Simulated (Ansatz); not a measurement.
Two isomers of CH9NOSi2: A = `C[SiH2]O[SiH2]N`, B = `C[Si](N)(O)[SiH3]`.

Gas-phase electronic energies from Ansatz, PBE0-D4/def2-TZVP geometries. CBS: MP2 limit from def2 TZ/QZ plus the TZ coupled-cluster correction, frozen cores. DFT in def2-TZVPP. B3LYP here is the variant with VWN-RPA as its local correlation; programs differ in this. One conformer a species, not always the lowest.

A:

```xyz
14

C     0.643   -1.740   -1.970
Si   -0.237   -1.064   -0.481
O     0.390    0.402   -0.103
Si    0.081    1.770    0.744
N    -0.539    1.552    2.318
H     0.249   -2.725   -2.233
H     1.713   -1.842   -1.775
H     0.514   -1.080   -2.831
H    -0.073   -1.985    0.678
H    -1.696   -0.928   -0.756
H     1.380    2.473    0.850
H    -0.933    2.557    0.000
H    -1.519    1.400    2.484
H     0.027    1.209    3.076
```

B:

```xyz
14

C     1.7865    0.2035   -0.0187
Si   -0.0067   -0.1774   -0.3667
N    -0.5733    1.0944   -1.3779
O    -0.2144   -1.6282   -1.1314
Si   -1.2515   -0.4370    1.6061
H     1.8914    1.1159    0.5745
H     2.2496   -0.6136    0.5390
H     2.3450    0.3358   -0.9504
H    -0.0898    1.9771   -1.4027
H    -1.5522    1.2075   -1.5850
H     0.0401   -1.6512   -2.0568
H    -0.8533   -1.6396    2.3894
H    -1.0652    0.7565    2.4817
H    -2.7063   -0.5435    1.2989
```

Which isomer does CCSD(T)/CBS put lower? Give the gap. (An estimate is asked.)

Ansatz gave: A, by 113.5 kJ/mol.

Give E(B) − E(A) in kJ/mol with ωB97M-V, HF/def2-TZVPP, r2SCAN-D4, PBE-D4, B2PLYP, B3LYP-D4, B3LYP. (Best estimate.)

Computed: ωB97M-V 115.3, HF/def2-TZVPP 145.1, r2SCAN-D4 106.4, PBE-D4 85.5, B2PLYP 119.7, B3LYP-D4 112.1, B3LYP 116.4. None reverses the order clearly.

Largest T1 diagnostic: 0.012.

From PBE to PBE0 (25 % exact exchange), in def2-TZVPP and without D4, E(B) − E(A) moves by +9.6 kJ/mol. In def2-TZVPP, CCSD(T) changes the Hartree–Fock value by −31.5 kJ/mol (the triples alone add −4.5 kJ/mol) and MP2 by −24.1 kJ/mol.
